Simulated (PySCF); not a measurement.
ClH3Si, SMILES [SiH3]Cl (connectivity only; charge and spin as stated), charge -1, multiplicity 2. Atoms are numbered in the order given.

```xyz
5

Si    -1.2095     0.0568     0.0000
Cl     1.3018     0.0176     0.0000
H     -2.6692     0.5787     0.0000
H     -1.2643    -0.8368    -1.1997
H     -1.2643    -0.8368     1.1997
```
Charge -1, spin multiplicity 2.

The structure is a stationary point at TPSSh-D3(BJ)/def2-TZVPD. The spin state was assumed, not searched. The isomer is the one that the SMILES or the coordinates give; other isomers of the formula were not compared.

The numbers are results of PBE/def2-TZVPD in PySCF, not measurements.

Mulliken values depend strongly on the basis, most of all with diffuse functions as here. ESP charges are fitted to the potential on shells at 1.4 to 2.0 van der Waals radii. Atomic charges (e):

```tsv
atom	meta-Löwdin	ESP fit	Mulliken	Mulliken spin
Si1	?	0.00	-0.23	0.76
Cl2	?	-0.61	-0.63	0.17
H3	?	-0.23	-0.05	0.07
H4	?	-0.08	-0.04	0.00
H5	?	-0.08	-0.04	0.00
```

Task: Fill in the missing entries. (Estimate from the structure and the level; the computed values follow.)

Result: 
- Si1, meta-Löwdin: 0.02
- Cl2, meta-Löwdin: -0.64
- H3, meta-Löwdin: -0.17
- H4, meta-Löwdin: -0.11
- H5, meta-Löwdin: -0.11
